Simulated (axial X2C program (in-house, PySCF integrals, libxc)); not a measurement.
MgSe⁺: from Re and ωe to a spectrum

A bond curve at the PBE0 level, 2c, was computed with an in-house all-electron X2C program for linear molecules (integrals from PySCF) (basis Se dyall-cv3z [8s9p6d4f1g], Mg dyall-cv3z [9s8p6d3f] (cores contracted in-house)) for the state Ω = 3/2 (⟨Sz⟩ = 0.50, ⟨Lz⟩ = 1.00 at PBE0). Its fit gives Re = 2.3622 Å, ωe = 379.8 cm⁻¹, ωexe = 1.55 cm⁻¹ and αe = 8.933e-04 cm⁻¹; the masses are 79.9165 and 23.9850 u. Two-component means X2C with spin–orbit coupling and atomic mean-field Coulomb and Gaunt terms.

Find the reduced mass, Be and the force constant.

From the PBE0 values: μ = 18.4482 u. Be = 16.8576/(μ Re²) = 0.1638 cm⁻¹. k = 5.8918×10⁻⁷ μ ωe² = 1.57 mdyn/Å.

Estimate De from a Morse curve and compare with the computed well depth of 1.948 eV to Se + Mg+.

De(Morse) = ωe²/(4ωexe) = 2.885 eV against 1.948 eV computed, a ratio of 1.48. The extrapolation overshoots: the well softens faster than a Morse curve, or the lowest atomic limit lies below the one to which the curve heads.

Estimate the centrifugal constant by the Kratzer relation.

D = 4Be³/ωe² = 1.22e-07 cm⁻¹.

Where do the fundamental and the first overtone lie?

ν(1←0) = ωe − 2ωexe = 376.7 cm⁻¹; ν(2←0) = 2ωe − 6ωexe = 750.3 cm⁻¹.

A Morse curve ties αe to the other constants (Pekeris). How well does that hold?

αe(Morse) = 6Be²/ωe × (√(ωexe/Be) − 1) = 8.797e-04 cm⁻¹; the PBE0 curve gives 8.933e-04 cm⁻¹, a ratio of 0.98.

Occupations by symmetry block were frozen at the best pattern of an incomplete PBE0 search. Dissociation energies refer to the lowest single-determinant-based atoms at the same level and basis. Density functionals use the spin component along the axis (collinear). The functionals have no current-density term, which raises determinants with orbital currents, atoms included.
